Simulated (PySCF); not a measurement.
**[Nb(Cl)5] (charge 0, multiplicity 1)**

Computed with TPSSh-D3(BJ)/def2-TZVP // PBE-D3(BJ)/def2-SVP run with PySCF.

The HOMO is -8.51 eV and the dipole moment is 0.00 D. The HOMO–LUMO gap is 3.70 eV and the LUMO is -4.81 eV. The charge on the central atom (Mulliken) is 1.26 e. The total energy comes out as -2358.4269 Ha. The cost is roughly 9 core-minutes.

```xyz
6

Nb     0.0000     0.0000     0.0000
Cl    -1.3464    -1.6949     0.7443
Cl     1.8261    -1.4571    -0.0148
Cl     0.2621     0.3511    -2.2467
Cl     1.0844     1.3439     1.5025
Cl    -1.8262     1.4570     0.0148
```
